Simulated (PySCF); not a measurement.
In(Cl)(OH)2(NH3), H5ClInNO2, singlet at its B3LYP/def2-SVP optimised geometry (Å):

```
10

In    -0.2974     0.1118     0.0000
Cl    -1.4468    -1.8479    -0.7450
O      1.7239     0.1118     0.0000
H      2.1126     0.1901    -0.8811
O     -1.3276     1.8479     0.0000
H     -2.1126     1.7912    -0.5623
N     -0.1309    -0.2117     2.2903
H      0.8772    -0.2294     2.4674
H     -0.5373    -1.0905     2.6161
H     -0.5463     0.5577     2.8194
```

Method: B3LYP/def2-TZVP, def2 effective core potentials past Kr (PySCF). The core electrons that the potentials of In replace are not part of the density.

Map of the electron localisation function on the plane z = 0.8 Å:

```
|000000000000000000000000000|
|000000000000000000000000000|
|000000000000000000000000000|
|000000001110000000000000000|
|000000023442100000000000000|
|000000146764200000000000000|
|000001368986200000000000000|
|000001479996200000000000000|
|000001479985100001221000000|
|000001368973100013554200000|
|000000246531111025776410000|
|000000122211221137887520000|
|000000001112331137998630000|
|000000000112331137998630000|
|000000000111221026898520000|
|000000000111111014776420000|
|000001222111110002555300000|
|000002344321000001232100000|
|000012456542000000000000000|
|000002466653100000000000000|
|000001356654200000000000000|
|000001234543100000000000000|
|000000112221100000000000000|
|000000000100000000000000000|
|000000000000000000000000000|
|000000000000000000000000000|
|000000000000000000000000000|
```
Scale: ten equal steps from 0.000 (start of '0') to 0.853 (end of '9'), in the order '0123456789'; x runs from -4.50 to 4.50, y from -4.50 (bottom) to 4.50 (top).
